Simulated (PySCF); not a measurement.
## Electric properties by functional and basis

Compound: CH₄F₂Ge.
SMILES: `F[CH](F)[GeH3]`

PySCF, dipoles from the SCF density, polarisabilities from static response with core orbitals frozen. Geometry: PBE0-D3(BJ)/def2-SVP; no solvent, vibrations or thermal averaging. The LDA/def2-SVPD calculation is non-relativistic and has no spin–orbit coupling, an omission that weighs most on germanium.

Question: Compare the levels for these properties.

Answer: 

```csv
level,μ (D),α (Å³),anisotropy (Å³)
LDA/def2-SVPD,1.778,7.50,1.20
PBE/def2-SVPD,1.699,7.36,1.18
B3LYP/def2-SVPD,1.894,7.09,1.00
PBE0/def2-SVPD,1.874,7.01,0.98
BHandHLYP/def2-SVPD,2.073,6.75,0.84
CAM-B3LYP/def2-SVPD,1.991,6.98,0.90
wB97X-D/def2-SVPD,1.924,6.95,0.89
LC-wPBE/def2-SVPD,1.976,6.83,0.85
HF/def2-SVPD,2.204,6.40,0.67
PBE0/6-31G*,1.568,5.59,0.80
PBE0/def2-SVP,1.705,5.88,0.57
PBE0/aug-cc-pVDZ,1.809,7.10,1.01
PBE0/def2-TZVP,1.730,6.68,0.88
PBE0/def2-TZVPD,1.792,7.11,1.02
PBE0/aug-cc-pVTZ,1.793,7.15,1.03
```

The anisotropy is √(½[(α1 − α2)² + (α2 − α3)² + (α3 − α1)²]). The dipole runs from 1.57 D (PBE0/6-31G*) to 2.20 D (HF/def2-SVPD). No reference polarisability is at hand; against PBE0 in the largest diffuse basis at hand (aug-cc-pVTZ) the other PBE0 rows deviate by 6-31G* -22%, def2-SVP -18%, def2-SVPD -2%, aug-cc-pVDZ -1%, def2-TZVP -7%, def2-TZVPD -1%. In one basis (def2-SVPD) the functionals order the polarisability from HF (lowest) to LDA (highest), a spread of 17%. With PBE0 the polarisability is 6.05 Å³ without diffuse functions (mean of 6-31G*, def2-SVP and def2-TZVP) and 7.09 Å³ with them (mean of def2-SVPD, aug-cc-pVDZ, def2-TZVPD and aug-cc-pVTZ).

Without π bonds the low states are Rydberg-like; a valence basis with one diffuse set may place them up to an eV too high.
